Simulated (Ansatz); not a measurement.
PBE exchange is replaced step by step with exact exchange (0 % is PBE, 25 % PBE0; no dispersion term), basis def2-TZVP, Ansatz. System: Sn₂H₄⁺ (the lowest doublet isomer of a short search). Total charge 1; doublet. Geometry: B3LYP-D4/def2-TZVP, each spin state at its own.

The relaxed quartet has other bonds than the doublet, so its gap is one between isomers.

Geometry of the doublet:

```xyz
6

Sn   -0.785   -0.918    0.633
Sn    0.784    0.918   -0.632
H    -1.036   -0.770    2.306
H     1.018    0.772   -2.308
H     0.971    2.457    0.061
H    -0.952   -2.459   -0.060
```

In the def2 sets Sn takes a core potential; there is no spin–orbit coupling. The structure comes from a short search, and lower isomers may exist.

HOMO and LUMO are taken over both spins.

```tsv
exact exchange (%)	HOMO (eV)	LUMO (eV)	gap (eV)	⟨S²⟩	quartet − doublet (kJ/mol)
0	-10.44	-9.63	0.81	0.752	185.8
5	-10.59	-9.47	1.13	0.753	186.3
10	-10.75	-9.30	1.45	0.753	186.9
15	-10.90	-9.13	1.77	0.754	187.4
35	-11.52	-8.46	3.06	0.756	189.6
50	-11.99	-7.95	4.03	0.758	191.2
```

**Question.** Fit a straight line to the column «quartet − doublet (kJ/mol)» against the share of exact exchange and predict its value at 25 %.

**Answer.** With x = exact exchange (%) and y = quartet − doublet (kJ/mol): mean x = 19.17, mean y = 187.9; Σ(x − x̄)(y − ȳ) = 202.8, Σ(x − x̄)² = 1871; slope b = 0.1084, intercept a = ȳ − b·x̄ = 185.8. The residuals of the fitted rows reach 0.0. At x = 25 the line gives 185.8 + (0.1084 × 25) = 188.5; the run gave 188.5, the same within rounding.
